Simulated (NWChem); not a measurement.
System: AsH, triplet; SMILES [AsH]

Program: NWChem. Spin-unrestricted. No stability test was run on the SCF state. Each level has its own optimisation; frequencies are unscaled.

For level PBE0/cc-pVTZ:

```yaml
highest harmonic frequency (cm⁻¹): 2678
```

Problem. How do the values read with level PBE0/aug-cc-pVTZ instead?

Solution. 
| Property | Result |
|---|---|
| highest harmonic frequency (cm⁻¹) | 2775 |
